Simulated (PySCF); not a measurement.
Delta-SCF ions had no search for a lower state. 

Cartesian coordinates (Å):
SMILES: [O-][SiH2]O[SiH3]
```xyz
9

O      1.0985     0.5817    -1.5881
Si     1.4861     0.2431    -0.1237
O      0.1352    -0.1704     0.8237
Si    -1.3960    -0.2343     0.3151
H      2.1148     1.3429     0.6951
H      2.3937    -0.9423     0.0924
H     -2.2366    -0.6515     1.4773
H     -1.9469     1.0669    -0.1402
H     -1.6487    -1.2359    -0.7508
```
Charge -1, spin multiplicity 1.

### Question
What HOMO, vertical detachment energy (Delta-SCF) and total energy does PBE-D3(BJ)/def2-TZVPD // CAM-B3LYP-D3(BJ)/def2-TZVPD (PySCF 2.14.0) give?

### Answer

* **HOMO**: -0.47 eV
* **vertical detachment energy (Delta-SCF)**: 3.80 eV
* **total energy**: -732.2296 Ha
